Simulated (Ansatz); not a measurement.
C2H4InNO can be A, `OC1=[CH][InH][NH]1`, or B, `C[O][InH][C]#N`.

Computed with Ansatz on PBE0-D4/def2-TZVP structures; ΔE is electronic, products minus reactants. CCSD(T)/CBS adds triple-zeta CCSD(T) − MP2 to the extrapolated MP2 energy (def2 sets, frozen cores). DFT in def2-TZVPP. B3LYP here is the variant with VWN-RPA as its local correlation; programs differ in this. def2 core potentials past Kr. For In outer-core shells are correlated without core-valence functions, which leaves a few kJ/mol of doubt a bond. One conformer a species, not always the lowest.

Q: Which isomer does CCSD(T)/CBS put lower? Give the gap. (An estimate is asked.)

A: Computed: B, by 21.0 kcal/mol.

Q: Give E(B) − E(A) in kcal/mol with PBE0-D4, ωB97M-V, CCSD/def2-TZVPP, MP2/def2-TZVPP, B2PLYP, PBE-D4, B3LYP-D4. (Estimate.)

A: Computed: PBE0-D4 -11.5, ωB97M-V -19.9, CCSD/def2-TZVPP -25.3, MP2/def2-TZVPP -21.5, B2PLYP -23.1, PBE-D4 -11.4, B3LYP-D4 -20.4. None reverses the order clearly.

Largest T1 diagnostic: 0.017.

The D4 term adds +1.1 kcal/mol with B3LYP and +0.5 kcal/mol with PBE0; it sums over pairs of atoms, weighted by their polarisabilities, and B3LYP, whose exchange is more repulsive, gets the larger term. In def2-TZVPP, CCSD(T) changes the Hartree–Fock value by +9.9 kcal/mol (the triples alone add +1.6 kcal/mol) and MP2 by +12.1 kcal/mol.
